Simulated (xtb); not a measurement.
xtb input file for VOBr, SMILES [O]=[V][Br] (connectivity only; charge and spin as stated), neutral, multiplicity 3, GFN2-xTB. 

```
$ xtb mol.xyz --gfn 2 --sp --chrg 0 --uhf 2 --json
$ cat mol.xyz
3

V      0.41347028     1.06750124    -0.00000000
O     -0.87166369     1.86611942    -0.00000000
Br    -0.07247163    -1.12804240     0.00000000
```

Output:

```
[banner left out]
          |                Calculation Setup                |
           -------------------------------------------------



           -------------------------------------------------
          |                 G F N 2 - x T B                 |
           -------------------------------------------------

        Reference                      10.1021/acs.jctc.8b01176
      * Hamiltonian:
        H0-scaling (s, p, d)           1.850000    2.230000    2.230000
        zeta-weighting                 0.500000
      * Dispersion:
        s8                             2.700000
        a1                             0.520000
        a2                             5.000000
        s9                             5.000000
      * Repulsion:
        kExp                           1.500000    1.000000
        rExp                           1.000000
      * Coulomb:
        alpha                          2.000000
        third order                    shell-resolved
        anisotropic                    true
        a3                             3.000000
        a5                             4.000000
        cn-shift                       1.200000
        cn-exp                         4.000000
        max-rad                        5.000000


          ...................................................
          :                      SETUP                      :
          :.................................................:
          :  # basis functions                  24          :
          :  # atomic orbitals                  22          :
          :  # shells                            8          :
          :  # electrons                        18          :
          :  max. iterations                   250          :
          :  Hamiltonian                  GFN2-xTB          :
          :  restarted?                      false          :
          :  GBSA solvation                  false          :
          :  PC potential                    false          :
          :  electronic temp.          300.0000000     K    :
          :  accuracy                    1.0000000          :
          :  -> integral cutoff          0.2500000E+02      :
          :  -> integral neglect         0.1000000E-07      :
          :  -> SCF convergence          0.1000000E-05 Eh   :
          :  -> wf. convergence          0.1000000E-03 e    :
          :  Broyden damping             0.4000000          :
          :  net charge                          0          :
          :  unpaired electrons                  2          :
          ...................................................

 iter      E             dE          RMSdq      gap      omega  full diag
   1     -2.0944637 -0.209446E+01  0.525E+01    0.28       0.0  T
   2     -4.0411637 -0.194670E+01  0.530E+01    0.31       1.0  T
   3     -8.5895076 -0.454834E+01  0.261E+01    0.22       1.0  T
   4     -9.2137927 -0.624285E+00  0.224E+01    0.68       1.0  T
   5     -9.2787541 -0.649614E-01  0.210E+01    0.70       1.0  T
   6     -9.9264249 -0.647671E+00  0.982E+00    0.90       1.0  T
   7    -10.0058711 -0.794462E-01  0.996E+00    0.93       1.0  T
   8    -10.0139581 -0.808691E-02  0.978E+00    0.94       1.0  T
   9    -10.0774081 -0.634500E-01  0.636E+00    1.29       1.0  T
  10    -10.1037834 -0.263753E-01  0.306E+00    1.29       1.0  T
  11    -10.1173179 -0.135345E-01  0.136E+00    1.24       1.0  T
  12    -10.1038363  0.134816E-01  0.226E+00    1.18       1.0  T
  13    -10.1064531 -0.261679E-02  0.216E+00    1.19       1.0  T
  14    -10.1153260 -0.887291E-02  0.117E+00    1.22       1.0  T
  15    -10.1173710 -0.204499E-02  0.354E-01    1.23       1.0  T
  16    -10.1173276  0.433571E-04  0.399E-01    1.24       1.0  T
  17    -10.1173721 -0.444164E-04  0.313E-01    1.24       1.0  T
  18    -10.1174508 -0.787681E-04  0.930E-02    1.24       1.0  T
  19    -10.1174534 -0.256808E-05  0.267E-02    1.24       2.2  T
  20    -10.1174541 -0.659984E-06  0.885E-03    1.24       6.5  T
  21    -10.1174540  0.222295E-07  0.930E-03    1.24       6.2  T
  22    -10.1174541 -0.514978E-07  0.412E-03    1.24      14.0  T
  23    -10.1174541 -0.134259E-07  0.120E-03    1.24      48.1  T
  24    -10.1174541 -0.271177E-08  0.144E-04    1.24     402.0  T
  25    -10.1174541  0.514060E-10  0.208E-04    1.24     278.2  T

   *** convergence criteria satisfied after 25 iterations ***

         #    Occupation            Energy/Eh            Energy/eV
      -------------------------------------------------------------
         1        2.0000           -0.8745254             -23.7970
       ...           ...                  ...                  ...
         4        2.0000           -0.4982480             -13.5580
         5        2.0000           -0.4977290             -13.5439
         6        2.0000           -0.4733130             -12.8795
         7        2.0000           -0.4590906             -12.4925
         8        2.0000           -0.4535426             -12.3415
         9        1.0000           -0.3957368             -10.7685
        10        1.0000           -0.3870735             -10.5328 (HOMO)
        11                         -0.3416433              -9.2966 (LUMO)
        12                         -0.3232752              -8.7968
        13                         -0.2882399              -7.8434
        14                         -0.1077466              -2.9319
        15                          0.0138529               0.3770
       ...                                ...                  ...
        22                          1.3914804              37.8641
      -------------------------------------------------------------
                  HL-Gap            0.0454302 Eh            1.2362 eV
             Fermi-level           -0.3944990 Eh          -10.7349 eV

 transition dipole moment (au) for excitation:           9          10
     X       Y       Z
   0.0000   0.0000  -0.0814  total (au/Debye):    0.081   0.207
 dE (eV)             :    0.236
 oscillator strength :  0.54120E-04

 SCC (total)                   0 d,  0 h,  0 min,  0.004 sec
 SCC setup                      ...        0 min,  0.000 sec (  2.022%)
 Dispersion                     ...        0 min,  0.000 sec (  0.543%)
 classical contributions        ...        0 min,  0.000 sec (  0.324%)
 integral evaluation            ...        0 min,  0.000 sec ( 11.963%)
 iterations                     ...        0 min,  0.002 sec ( 58.243%)
 molecular gradient             ...        0 min,  0.000 sec ( 13.654%)
 printout                       ...        0 min,  0.000 sec ( 13.061%)

         :::::::::::::::::::::::::::::::::::::::::::::::::::::
         ::                     SUMMARY                     ::
         :::::::::::::::::::::::::::::::::::::::::::::::::::::
         :: total energy             -10.075932206652 Eh    ::
         :: gradient norm              0.000064765058 Eh/a0 ::
         :: HOMO-LUMO gap              1.236219149798 eV    ::
         ::.................................................::
         :: SCC energy               -10.117454100399 Eh    ::
         :: -> isotropic ES            0.023398742411 Eh    ::
         :: -> anisotropic ES         -0.001099349522 Eh    ::
         :: -> anisotropic XC         -0.023452693910 Eh    ::
         :: -> dispersion             -0.001665700595 Eh    ::
         :: repulsion energy           0.041521893747 Eh    ::
         :: add. restraining           0.000000000000 Eh    ::
         :: total charge              -0.000000000000 e     ::
         :::::::::::::::::::::::::::::::::::::::::::::::::::::

           -------------------------------------------------
          |                Property Printout                |
           -------------------------------------------------

    * Orbital Energies and Occupations

         #    Occupation            Energy/Eh            Energy/eV
      -------------------------------------------------------------
         1        2.0000           -0.8745254             -23.7970
         2        2.0000           -0.6968582             -18.9625
         3        2.0000           -0.4991270             -13.5819
         4        2.0000           -0.4982480             -13.5580
         5        2.0000           -0.4977290             -13.5439
         6        2.0000           -0.4733130             -12.8795
         7        2.0000           -0.4590906             -12.4925
         8        2.0000           -0.4535426             -12.3415
         9        1.0000           -0.3957368             -10.7685
        10        1.0000           -0.3870735             -10.5328 (HOMO)
        11                         -0.3416433              -9.2966 (LUMO)
        12                         -0.3232752              -8.7968
        13                         -0.2882399              -7.8434
        14                         -0.1077466              -2.9319
        15                          0.0138529               0.3770
        16                          0.0164651               0.4480
        17                          0.0283771               0.7722
        18                          0.0559239               1.5218
        19                          0.0704212               1.9163
        20                          0.0822715               2.2387
        21                          0.3648715               9.9287
        22                          1.3914804              37.8641
      -------------------------------------------------------------
                  HL-Gap            0.0454302 Eh            1.2362 eV
             Fermi-level           -0.3944990 Eh          -10.7349 eV

     #   Z          covCN         q      C6AA      α(0)
     1  23 V        1.535     0.388   227.845    35.811
     2   8 O        0.739    -0.351    20.774     6.108
     3  35 Br       0.797    -0.037   185.641    21.967

 Mol. C6AA /au·bohr⁶  :       1070.488774
 Mol. C8AA /au·bohr⁸  :      80344.184996
 Mol. α(0) /au        :         63.885738


Wiberg/Mayer (AO) data.
largest (>0.10) Wiberg bond orders for each atom

 ---------------------------------------------------------------------------
     #   Z sym  total        # sym  WBO       # sym  WBO       # sym  WBO
 ---------------------------------------------------------------------------
     1  23 V    3.972 --     2 O    2.466     3 Br   1.506
     2   8 O    2.516 --     1 V    2.466
     3  35 Br   1.556 --     1 V    1.506
 ---------------------------------------------------------------------------

Topologies differ in total number of bonds
Writing topology from bond orders to xtbtopo.mol

molecular dipole:
                 x           y           z       tot (Debye)
 q only:        0.886      -0.376       0.000
   full:        2.572       0.910      -0.000       6.934
molecular quadrupole (traceless):
                xx          xy          yy          xz          yz          zz
 q only:        0.761       3.959      -2.596       0.000       0.000       1.835
  q+dip:        5.568       9.125      -7.398       0.000      -0.000       1.829
   full:        6.568       9.185      -8.786       0.000      -0.000       2.218


           -------------------------------------------------
          | TOTAL ENERGY              -10.075932206652 Eh   |
          | GRADIENT NORM               0.000064765058 Eh/α |
          | HOMO-LUMO GAP               1.236219149798 eV   |
           -------------------------------------------------

------------------------------------------------------------------------
------------------------------------------------------------------------
 total:
Note: The following floating-point exceptions are signalling: IEEE_UNDERFLOW_FLAG IEEE_DENORMAL
normal termination of xtb
 SCF:
```

The run converged.
